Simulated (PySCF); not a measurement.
C3H5NOSi, SMILES N#CC[SiH2]C=O.

Geometry: B3LYP-D3(BJ)/def2-SVP. This is a generated structure with no PubChem entry under its InChIKey; it may be hypothetical. One conformer was computed; it need not be the lowest.

Two levels are set side by side: PBE/def2-TZVP (PySCF) and B3LYP/def2-TZVP (PySCF). Same geometry, gas phase. Differences are taken from unrounded values.

```json
[
 {"quantity": "orbital gap (eV)", "PBE": "2.84"},
 {"quantity": "highest occupied level (eV)", "PBE": "-6.15"},
 {"quantity": "lowest empty level (eV)", "PBE": "-3.31"},
 {"quantity": "dipole moment (D)", "PBE": "3.65"},
 {"quantity": "mean polarisability (bohr³)", "PBE": "70.6"}
]
```

Task: These are the PBE values. What does B3LYP give? (Estimate from the structure and the level; the computed values follow.)

Result: 
| quantity | B3LYP | PBE minus B3LYP |
|---|---|---|
| orbital gap (eV) | 5.00 | -2.16 |
| highest occupied level (eV) | -7.40 | 1.25 |
| lowest empty level (eV) | -2.40 | -0.91 |
| dipole moment (D) | 3.69 | -0.04 |
| mean polarisability (bohr³) | 67.8 | 2.8 |

Without exact exchange PBE keeps part of each electron's self-repulsion, which lifts occupied levels and narrows the gap. Loosely held outer electrons make PBE densities more polarisable. Differences between two approximate levels are no errors against the true value.

Rough cost on one machine, each run with all the roots and properties that it gave: B3LYP against PBE within a factor of 2.
